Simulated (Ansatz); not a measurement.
`C=C=COC` and `C=C=[CH][ZnH]` differ in one atom or group.

Ansatz, PBE0-D4/def2-TZVP geometries, multiplicity 1. Each molecule was computed in one conformer, which needn't be the lowest.

Scalar relativity is left out up to krypton.

```json
{"property": "HOMO energy (B3LYP/def2-TZVPP) / eV", "`C=C=COC`": "-6.32"}
{"property": "LUMO energy (PBE0/def2-TZVPP) / eV", "`C=C=COC`": "-0.16"}
{"property": "LUMO energy (B3LYP/def2-TZVPP) / eV", "`C=C=COC`": "-0.40"}
{"property": "size of the dipole moment (B3LYP/def2-TZVPP) / D", "`C=C=COC`": "1.04"}
{"property": "size of the dipole moment (PBE/def2-TZVPP) / D", "`C=C=COC`": "0.98"}
{"property": "HOMO–LUMO gap (PBE/def2-TZVPP) / eV", "`C=C=COC`": "4.12"}
```

(1) What does the change do to each property? (Best estimate.)

Results:

(1) The calculation gave: 
| property | `C=C=[CH][ZnH]` | shift |
| --- | --- | --- |
| HOMO energy (B3LYP/def2-TZVPP) / eV | -6.66 | -0.34 |
| LUMO energy (PBE0/def2-TZVPP) / eV | -0.76 | -0.60 |
| LUMO energy (B3LYP/def2-TZVPP) / eV | -1.01 | -0.61 |
| size of the dipole moment (B3LYP/def2-TZVPP) / D | 0.39 | -0.65 |
| size of the dipole moment (PBE/def2-TZVPP) / D | 0.34 | -0.64 |
| HOMO–LUMO gap (PBE/def2-TZVPP) / eV | 4.25 | 0.13 |

With PBE0 the HOMO falls by 0.33 eV and the LUMO falls by 0.60 eV, so the gap narrows by about 0.27 eV. PBE moves the HOMO by -0.50 eV and ωB97M-V by -0.23 eV. Dipoles are sizes alone; their direction can turn.

B3LYP here is the variant with VWN-RPA as its local correlation; programs differ in this.
